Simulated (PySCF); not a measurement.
The same groups moved round the core (benzothiophene fluoro+silyl). Isolated molecules, 0 K electronic values unless said otherwise. Strings in code marks are SMILES.

Quantity: electronic energy of isomers of C8H7FSSi relative to `Fc1c([SiH3])ccc2sccc12`, in kJ/mol.

Case: `Fc1ccc([SiH3])c2ccsc12`. Geometry of `Fc1ccc([SiH3])c2ccsc12` (neutral, multiplicity 1, Å):

```xyz
18

F      2.5926     2.5402     0.0402
C      1.8284     1.4352     0.0303
C      2.4094     0.1696     0.0490
C      1.5840    -0.9775     0.0380
C      0.1812    -0.8943     0.0085
Si    -0.8759    -2.4533    -0.0051
C     -0.4062     0.4062    -0.0106
C     -1.7972     0.7874    -0.0414
C     -1.9792     2.1486    -0.0524
S     -0.4848     3.0502    -0.0263
C      0.4304     1.5640     0.0006
H      3.5055     0.0887     0.0722
H      2.0693    -1.9658     0.0533
H     -1.7412    -2.5150    -1.2371
H     -1.7915    -2.5021     1.1905
H      0.0341    -3.6499     0.0201
H     -2.6300     0.0705    -0.0549
H     -2.9291     2.6976    -0.0750
```

**Question.** Give the electronic energy of isomers of C8H7FSSi relative to `Fc1c([SiH3])ccc2sccc12` at the level PBE-D3(BJ)/def2-TZVP // PBE-D3(BJ)/def2-SVP (PySCF).

**Answer.** 5.27 kJ/mol.
